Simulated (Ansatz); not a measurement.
Basis-set series for `C#CC(C)[SiH3]`. The species carries charge 0 and has multiplicity 1. All single points use the PBE0-D4/def2-TZVP geometry.

```tsv
functional	basis	functions	energy (Eh)	HOMO (eV)	LUMO (eV)
PBE0-D4	def2-SVP	114	-446.13718	-7.34	0.86
PBE0-D4	def2-QZVPP	538	-446.42822	-7.40	0.22
ωB97M-V	def2-SVP	114	-446.33486	-9.53	2.72
ωB97M-V	def2-QZVPP	538	-446.63547	-9.59	1.51
```

Question: Give the rows for def2-TZVPP. (An estimate is asked.)

Answer: Ansatz gave: 
```csv
functional,basis,functions,energy (Eh),HOMO (eV),LUMO (eV)
PBE0-D4,def2-TZVPP,278,-446.40957,-7.39,0.43
ωB97M-V,def2-TZVPP,278,-446.61815,-9.58,2.01
```

Positive LUMOs are unbound and depend on the basis.
